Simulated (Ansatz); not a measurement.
Compare A (`NB1CCO1`) with its isomer B (`CC(=N)BO`).

Program: Ansatz. Geometries: PBE0-D4/def2-TZVP. ΔE: electronic, gas phase. CBS: MP2 limit from def2 TZ/QZ plus the TZ coupled-cluster correction, frozen cores. Functionals use def2-TZVPP. B3LYP here is the variant with VWN-RPA as its local correlation; programs differ in this. One conformer a species, not always the lowest.

Task: Which isomer does CCSD(T)/CBS put lower? Give the gap. (Best estimate.)

Result: Computed: A, by 100.8 kJ/mol.

Task: Give E(B) − E(A) in kJ/mol with HF/def2-TZVPP, B3LYP, PBE-D4, CCSD/def2-TZVPP, B3LYP-D4, r2SCAN-D4, CCSD(T)/def2-TZVPP. (Best estimate.)

Result: The calculation gave: HF/def2-TZVPP 91.8, B3LYP 96.4, PBE-D4 108.4, CCSD/def2-TZVPP 101.4, B3LYP-D4 96.1, r2SCAN-D4 109.8, CCSD(T)/def2-TZVPP 99.0. None reverses the order clearly.

Largest T1 diagnostic: 0.013.

From PBE to PBE0 (25 % exact exchange), in def2-TZVPP and without D4, E(B) − E(A) moves by +10.0 kJ/mol. In def2-TZVPP, CCSD(T) changes the Hartree–Fock value by +7.2 kJ/mol (the triples alone add −2.4 kJ/mol) and MP2 by +16.6 kJ/mol.
